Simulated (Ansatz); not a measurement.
`[CH3][Al]1[CH]=[C]1F`, relaxed with RKS PBE-D4/def2-SVP in Ansatz from a rough embedded geometry. The force threshold is 0.03 eV/Å; the program also tests the step.

Charge 0, multiplicity 1.

Start:

```xyz
9

C    -0.746    0.433   -1.651
Al    0.085   -0.049    0.064
C     0.698   -1.171    1.314
C     0.822    0.194    1.771
F     1.055    1.104    2.698
H    -0.513   -0.228   -2.425
H    -1.874    0.452   -1.490
H    -0.441    1.510   -1.900
H     0.914   -2.245    1.620
```

Question: By how much does the energy fall, and how many steps does the optimiser take? (Best estimate.)

Answer: Computed: 1.04 eV, in 6 steps, 1 of them rejected.

Question: Which bonds change most? (Best estimate.)

Answer: Computed: Al2–C3 from 1.788 to 1.896 Å; C3–C4 from 1.444 to 1.376 Å; C1–H6 from 1.045 to 1.109 Å; C1–H8 from 1.146 to 1.109 Å.

Question: Give the relaxed structure. (Best estimate.)

Answer: Computed: 
```xyz
9

C    -0.803    0.488   -1.708
Al    0.019    0.013    0.000
C     0.713   -1.127    1.346
C     0.753    0.196    1.725
F     1.207    0.708    2.880
H    -0.526   -0.237   -2.501
H    -1.909    0.480   -1.612
H    -0.497    1.502   -2.035
H     1.043   -2.023    1.904
```
